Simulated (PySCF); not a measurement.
**Si³⁺ (silicon, charge +3) across methods**

[Ne] 3s1, 2S determinant. Calculation: PySCF 2.14, in aug-cc-pV(T+d)Z (6s5p4d2f, 55 functions); no relativity, point nucleus.

```csv
method,E (hartree),mean ε 2p α (eV),mean ε 2p β (eV),mean ε 3s α (eV),Σ⟨r²⟩ (bohr²),⟨S²⟩
LDA,-286.0762,-132.30,-132.01,-40.425,6.825,0.750
r2SCAN,-287.2260,-134.22,-133.94,-40.524,6.853,0.750
PW91,-287.2211,-132.49,-132.17,-40.406,6.830,0.750
PBE0,-287.1271,-137.58,-137.25,-41.518,6.841,0.750
PBE,-287.0965,-132.27,-131.94,-40.310,6.837,0.750
UHF,-286.81984,-152.25,-151.86,-44.666,6.897,0.750
LC-wPBE,-287.1382,-138.19,-137.89,-44.533,6.835,0.750
wB97M-V,-287.2484,-139.77,-139.49,-43.907,6.871,0.750
```
